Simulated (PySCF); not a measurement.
## Peak assignment

Molfile (atoms numbered from 1):
```
C4H7N3O2Si
     RDKit          3D

 17 17  0  0  0  0  0  0  0  0999 V2000
    3.2732    1.2262   -0.0773 C   0  0  0  0  0  0  0  0  0  0  0  0
    1.9038    0.9109    0.0995 O   0  0  0  0  0  0  0  0  0  0  0  0
    1.5542   -0.3292   -0.2300 C   0  0  0  0  0  0  0  0  0  0  0  0
    2.3183   -1.1619   -0.6493 O   0  0  0  0  0  0  0  0  0  0  0  0
    0.1152   -0.5896   -0.0302 C   0  0  0  0  0  0  0  0  0  0  0  0
   -0.5697   -1.7960   -0.2943 C   0  0  0  0  0  0  0  0  0  0  0  0
   -1.8414   -1.6250    0.0174 N   0  0  0  0  0  0  0  0  0  0  0  0
   -1.9060   -0.3667    0.4499 N   0  0  0  0  0  0  0  0  0  0  0  0
   -3.4209    0.4191    1.0258 Si  0  0  0  0  0  4  0  0  0  0  0  0
   -0.7629    0.2902    0.4383 N   0  0  0  0  0  0  0  0  0  0  0  0
    3.3903    2.2693    0.2373 H   0  0  0  0  0  0  0  0  0  0  0  0
    3.9092    0.5688    0.5340 H   0  0  0  0  0  0  0  0  0  0  0  0
    3.5689    1.1095   -1.1305 H   0  0  0  0  0  0  0  0  0  0  0  0
   -0.1840   -2.7346   -0.6849 H   0  0  0  0  0  0  0  0  0  0  0  0
   -3.6777    1.5988    0.1597 H   0  0  0  0  0  0  0  0  0  0  0  0
   -3.2081    0.8336    2.4368 H   0  0  0  0  0  0  0  0  0  0  0  0
   -4.4793   -0.6112    0.8987 H   0  0  0  0  0  0  0  0  0  0  0  0
  1  2  1  0
  2  3  1  0
  3  4  2  0
  3  5  1  0
  5  6  1  0
  6  7  2  0
  7  8  1  0
  8  9  1  0
  8 10  1  0
 10  5  2  0
  1 11  1  0
  1 12  1  0
  1 13  1  0
  6 14  1  0
  9 15  1  0
  9 16  1  0
  9 17  1  0
M  END
```

Theoretical values (PySCF 2.14): GIAO B3LYP/pcSseg-1 shieldings, PBE0-D3(BJ)/def2-SVP structure. Gas phase, fast rotation and ring inversion assumed for equivalent nuclei, non-relativistic Hamiltonian, a single conformation.

References, each an isolated molecule treated in the same way: TMS for ¹³C (179.24 ppm), ¹H (31.38 ppm).

(1) Assign these signals to the numbered atoms. ¹³C{¹H} NMR (computed): δ 166.8, 149.2, 145.2, 52.7.

(2) Assign these signals to the numbered atoms. ¹H NMR (400 MHz, computed): δ 8.15 (s, 1H), 5.10 (s, 3H), 3.90 (s, 3H).

Results:

(1) 
```tsv
δ (ppm)	atoms	environment	reason
166.8	C3	ester carbonyl carbon	lone-pair donation from the attached heteroatom keeps it upfield of a ketone carbonyl
149.2	C5	substituted aromatic carbon next to a ring nitrogen	–
145.2	C6	aromatic CH next to a ring nitrogen	the adjacent pyridine-type nitrogen withdraws density from it
52.7	C1	methyl carbon bonded to O	deshielded by the electronegative neighbour
```

(2) 
| δ (ppm) | atoms | environment | reason |
| --- | --- | --- | --- |
| 8.15 | H14 | hydrogen on an aromatic CH next to a ring nitrogen | ring current plus the neighbouring ring nitrogen |
| 5.10 | H15/H16/H17 | hydrogen on a silicon bonded to N | – |
| 3.90 | H11/H12/H13 | hydrogen on a methyl carbon bonded to O | its carbon carries O, hence the downfield position |

Shifts are as computed. Against solution values, carbons near 30 ppm lie about +2 ppm off and those near 130 ppm about +6 ppm (rms about the fit 1.1 ppm; single classes can miss by 10 ppm). Of 1328 compounds with measured shifts, 309 miss one by over three times the rms of a fit or turn the order of signals round; such compounds aren't used in these exercises. Signals without a measured value on file couldn't be tested in this way. No couplings were computed; multiplicities are counted from neighbouring protons, with m where these are inequivalent, close in shift, in a saturated or five-membered ring or joined by F or P, and br s for small geminal =CH2 splittings.
